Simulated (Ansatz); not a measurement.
The same path of BFH2OSi (6 atoms, charge 0, multiplicity 1) was run 3 times with different band settings. Lost on the way: O3–Si4, Si4–H5. Made: O3–H5.

Computed with Ansatz 0.2.0, RKS PBE-D4/6-31G*.

Relaxed end points:

```xyz
6
Properties=species:S:1:pos:R:3
F 0.356 -2.278 0.868
B 0.246 -1.036 0.429
O 1.072 0.031 0.507
Si -0.414 0.560 -0.393
H -0.085 1.002 -1.786
H -1.134 1.657 0.330
```

```xyz
6
Properties=species:S:1:pos:R:3
F 0.353 -1.415 0.678
B 0.047 -0.337 -0.086
O 0.972 0.138 -0.971
Si -1.824 0.521 0.043
H 1.810 -0.373 -0.918
H -1.316 1.403 1.208
```

Common settings: spring 5.0 eV/Å²; optimiser quadratic models (default); start path through a guess of the saddle point; iteration limit 60; end points relaxed.

| run | movable images | climbing image | force threshold |
| --- | --- | --- | --- |
| 1 | 7 | yes | 0.05 eV/Å |
| 2 | 7 | yes | 0.5 eV/Å |
| 3 | 8 | no | 0.05 eV/Å |

Q: What does each run give, and how far can it be trusted?

A: Run 1: converged after 27 iterations, highest image 2.419 eV above the first end. The profile has 2 maxima (images 3, 6) with wells between them (image 5): this band takes more than one step, which may be the mechanism or a detour left from its start path. A vibrational analysis at the climbing image gives one clearly imaginary mode, 1449i cm⁻¹: a first-order saddle point.
Run 2: converged after 15 iterations, highest image 2.431 eV above the first end. The threshold of 0.5 eV/Å is loose, so the images may lie well off the minimum-energy path. The profile has 2 maxima (images 3, 6) with wells between them (image 5): this band takes more than one step, which may be the mechanism or a detour left from its start path. The order of the stationary point at the top wasn't checked.
Run 3: converged after 24 iterations, highest image 2.132 eV above the first end. The profile has 2 maxima (images 3, 7) with wells between them (image 5): this band takes more than one step, which may be the mechanism or a detour left from its start path. Neighbouring images differ by up to 1.3 eV, so the band resolves the path poorly. No image climbed, so the highest image needn't sit at the top of the path.
The orbitals stay closed-shell, which can raise the energy where a bond breaks towards radicals; this wasn't checked here.
